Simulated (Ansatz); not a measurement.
`C[SiH2]C(=O)[SiH3]` + H₂O → `C[SiH2]C(=O)O` + SiH₄  (formal hydrolysis of a C–Si bond)

Calculated with Ansatz (gas phase, PBE0-D4/def2-TZVP geometries, no zero-point term in ΔE). CCSD(T)/CBS adds triple-zeta CCSD(T) − MP2 to the extrapolated MP2 energy (def2 sets, frozen cores). This one scheme is used for every species. DFT in def2-TZVPP. B3LYP here is the variant with VWN-RPA as its local correlation; programs differ in this. HSE06 is defined as in plane-wave codes. One conformer a species, not always the lowest.

```csv
level,ΔE (kcal/mol),difference from CCSD(T)/CBS
LDA (SPW92),-20.1,-5.8
revPBE-D4,-15.7,-1.4
BLYP-D4,-15.9,-1.6
r2SCAN-D4,-18.3,-4.0
B97M-V,-18.2,-3.9
PBE0-D4,-16.9,-2.6
B3LYP-D4,-16.5,-2.2
r2SCANh-D4,-18.3,-4.0
r2SCAN0-D4,-18.2,-3.9
HSE06-D4,-16.8,-2.5
BHLYP-D4,-17.2,-2.9
CAM-B3LYP-D4,-18.4,-4.1
ωB97X-V,-18.4,-4.1
ωB97M-V,-17.3,-3.0
PBE-QIDH,-17.7,-3.4
PBE,-17.5,-3.2
revPBE,-16.9,-2.6
BLYP,-17.8,-3.5
PBE0,-17.8,-3.5
B3LYP,-18.1,-3.8
r2SCANh,-18.6,-4.3
HSE06,-17.8,-3.5
BHLYP,-18.9,-4.6
CAM-B3LYP,-19.5,-5.2
LC-ωPBE,-18.8,-4.5
HF/def2-SVP,-24.6,-10.3
MP2/def2-SVP,-23.2,-8.9
CCSD/def2-SVP,-22.3,-8.0
CCSD(T)/def2-SVP,-22.5,-8.2
HF/def2-TZVPP,-20.5,-6.2
MP2/def2-TZVPP,-16.4,-2.1
SCS-MP2/def2-TZVPP,-16.6,-2.3
CCSD/def2-TZVPP,-16.3,-2.0
CCSD(T)/def2-TZVPP,-16.1,-1.8
HF/def2-QZVPP,-20.1,-5.8
MP2/def2-QZVPP,-15.3,-1.0
SCS-MP2/def2-QZVPP,-15.5,-1.2
HF/CBS(def2),-20.1,-5.8
MP2/CBS(def2),-14.6,-0.3
CCSD/CBS(def2),-14.5,-0.2
CCSD(T)/CBS,-14.3,0
```

Largest T1 diagnostic among the species: 0.015.

From BLYP to BHLYP (50 % exact exchange), in def2-TZVPP and without D4, ΔE moves by −1.2 kcal/mol. At CCSD(T), def2-SVP lies −8.2 kcal/mol from the extrapolated value and def2-TZVPP −1.8 kcal/mol. Leaving LDA and LC-ωPBE aside and taking each functional with its dispersion term where it has one, the values spread over 2.7 kcal/mol, from CAM-B3LYP-D4 to revPBE-D4. LDA lies −2.6 kcal/mol from PBE without D4.

CCSD(T)/CBS has its own doubt, a few kJ/mol and more with outer-core shells, so smaller differences from it don't rank the levels.
